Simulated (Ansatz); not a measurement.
`C[N]=[W]([NH2])(=[O])[F]` + CH₃OH → `C[N]=[W](=[O])([F])[O]C` + NH₃ at 400 K and 1 bar (ligand exchange at a W–N bond).

Gas-phase electronic energies from Ansatz, PBE0-D4/def2-TZVP geometries. CCSD(T)/CBS adds triple-zeta CCSD(T) − MP2 to the extrapolated MP2 energy (def2 sets, frozen cores). This one scheme is used for every species. Elements past krypton have def2 core potentials. For W outer-core shells are correlated without core-valence functions, which leaves a few kJ/mol of doubt a bond. One conformer a species, not always the lowest.

```
                   species  CCSD(T)/CBS energy (Eh)  H − E (kJ/mol)  S (J/(mol·K))
`C[N]=[W]([NH2])(=[O])[F]`               -392.54757           231.8          424.2
                     CH₃OH               -115.61712           151.2          252.6
 `C[N]=[W](=[O])([F])[O]C`               -451.66912           279.9          468.9
                       NH₃                -56.50880           104.2          203.1
```

H − E and S are ideal-gas, rigid-rotor, harmonic terms from PBE0-D4/def2-TZVP, for one conformer and one mirror image of each species. 1 Eh = 2625.50 kJ/mol, R = 8.31446 J/(mol·K).

**Question.** By hand: ΔE, ΔH, ΔS and ΔG.

**Answer.** ΔE = (-451.66912) + (-56.50880) − (-392.54757) − (-115.61712) = -0.01323 Eh = -34.7 kJ/mol. Δ(H − E) = 279.9 + 104.2 − 231.8 − 151.2 = 1.1, so ΔH = -33.6 kJ/mol. ΔS = 468.9 + 203.1 − 424.2 − 252.6 = -4.8 J/(mol·K). ΔG = -33.6 − 400 × (-4.8)/1000 = -31.7 kJ/mol.

**Question.** By hand: the equilibrium constant, and the temperature at which ΔG would vanish if ΔH and ΔS stayed fixed.

**Answer.** log₁₀ K = −ΔG/(RT ln 10) = 4.1. ΔG = 0 at ΔH/ΔS = 7000 K, far beyond where these terms or the molecules hold.

The number of gas molecules stays the same, so ΔS is small and ΔH decides. A doubt of 5 kJ/mol in ΔE shifts log₁₀ K by 0.7 here. Other conformers and mirror images would add mixing entropy, several J/(mol·K) or more a flexible species. These are equilibria of isolated gas molecules and say nothing of rates. Largest T1 diagnostic: 0.020 (customary marks: 0.02 for closed shells, 0.045 for open ones).
